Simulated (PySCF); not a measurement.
Mg(F)(SeH) (FHMgSe), SMILES [Mg]([F])[SeH]. Heavy atoms are numbered as in [Mg:1]([F:2])[SeH:3]. Hydrogens are named by the atom that carries them.

Geometry optimised at PBE-D3(BJ)/def2-TZVP. Other conformers were not sampled.

Calculation: PySCF with KT2/pcSseg-2.

GIAO shieldings, no solvent; atoms alike by connectivity are averaged. δ = σ(ref) − σ: ¹⁹F against CFCl3 (σ = 125.1 ppm); ⁷⁷Se against Me2Se (σ = 1704.9 ppm); ¹H against TMS (σ = 31.47 ppm), references at their B3LYP-D3(BJ)/def2-TZVP geometries, non-relativistic.

Computed chemical shifts:
| nucleus | atoms | count | δ (ppm) |
|---|---|---|---|
| ¹⁹F | F2 | 1 | -253.7 |
| ⁷⁷Se | Se3 (SeH) | 1 | -752.2 |
| ¹H | H on Se3 | 1 | -0.90 |
